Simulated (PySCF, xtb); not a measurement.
C₂H₆Mg, SMILES C[CH2][MgH].

xtb with GFN2-xTB at its own geometry gives an orbital gap of 2.84 eV and a dipole moment of 2.50 D.

Geometry: TPSSh-D3(BJ)/def2-TZVP.

Question: What does ωB97X/def2-TZVPD (PySCF) give? (An estimate is asked for; the answer gives what the named calculation found.)

Answer: gap 9.65 eV (levels -8.69 and 0.96 eV), dipole 0.52 D.
